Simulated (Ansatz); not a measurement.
Start from `BO[SiH](O)F` and change one atom or group to get `O[SiH](F)F`.

Ansatz, PBE0-D4/def2-TZVP geometries, multiplicity 1. Each molecule was computed in one conformer, which needn't be the lowest.

```
                                                                                  property  `BO[SiH](O)F`
                                            size of the dipole moment (PBE/def2-TZVPP) / D           1.92
                                                        HOMO energy (PBE0/def2-TZVPP) / eV          -8.68
                                                         HOMO energy (PBE/def2-TZVPP) / eV          -7.19
                                                     HOMO–LUMO gap (B3LYP/def2-TZVPP) / eV           7.45
ideal-gas entropy at 298 K and 1 bar (rigid rotor, harmonic PBE0-D4/def2-TZVP) / J/(mol·K)            348
                                                   HOMO–LUMO gap (ωB97M-V/def2-TZVPP) / eV          12.16
```

**Question.** What does the change do to each property? (An estimate is asked.)

**Answer.** Computed: 
```tsv
property	`O[SiH](F)F`	shift
size of the dipole moment (PBE/def2-TZVPP) / D	1.19	-0.73
HOMO energy (PBE0/def2-TZVPP) / eV	-10.36	-1.68
HOMO energy (PBE/def2-TZVPP) / eV	-8.51	-1.32
HOMO–LUMO gap (B3LYP/def2-TZVPP) / eV	10.22	2.77
ideal-gas entropy at 298 K and 1 bar (rigid rotor, harmonic PBE0-D4/def2-TZVP) / J/(mol·K)	297	-51
HOMO–LUMO gap (ωB97M-V/def2-TZVPP) / eV	14.91	2.75
```

With PBE0 the HOMO falls by 1.68 eV and the LUMO rises by 1.35 eV, so the gap widens by about 3.03 eV. PBE moves the HOMO by -1.32 eV and ωB97M-V by -1.83 eV. The zero-point energy changes by -60.5 kJ/mol with -9 modes. Dipoles are sizes alone; their direction can turn. Modes under 60 cm⁻¹, often nearly free rotors, make the harmonic entropy too high.

B3LYP here is the variant with VWN-RPA as its local correlation; programs differ in this.
